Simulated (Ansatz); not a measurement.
Program: Ansatz. Geometries: PBE0-D4/def2-TZVP. ΔE: electronic, gas phase. CCSD(T)/CBS adds triple-zeta CCSD(T) − MP2 to the extrapolated MP2 energy (def2 sets, frozen cores). This one scheme is used for every species. DFT in def2-TZVPP. def2 core potentials past Kr. For Te outer-core shells are correlated without core-valence functions, which leaves a few kJ/mol of doubt a bond. One conformer a species, not always the lowest.

`CCB(O)O` + `CC(C)[TeH]` → `CC(C)[Te]B(O)O` + `CC`  (ligand exchange at a B–C bond)

```csv
level,ΔE (kJ/mol)
r2SCAN-D4,-41.7
PBE0-D4,-41.0
revPBE,-41.4
PBE0,-38.3
CCSD/def2-SVP,-34.8
SCS-MP2/def2-TZVPP,-44.1
HF/CBS(def2),-31.1
MP2/CBS(def2),-51.4
```

Question: What does CCSD(T)/CBS give? (Estimate.)

Answer: Computed: -42.4 kJ/mol. The listed levels differ from it by 0.7, 1.4, 1.0, 4.1, 7.6, -1.7, 11.3, -9.0 kJ/mol.

Largest T1 diagnostic among the species: 0.011.

In def2-TZVPP, CCSD(T) changes the Hartree–Fock value by −8.3 kJ/mol (the triples alone add −3.4 kJ/mol) and MP2 by −17.3 kJ/mol. From BLYP to BHLYP (50 % exact exchange), in def2-TZVPP and without D4, ΔE moves by +4.0 kJ/mol.
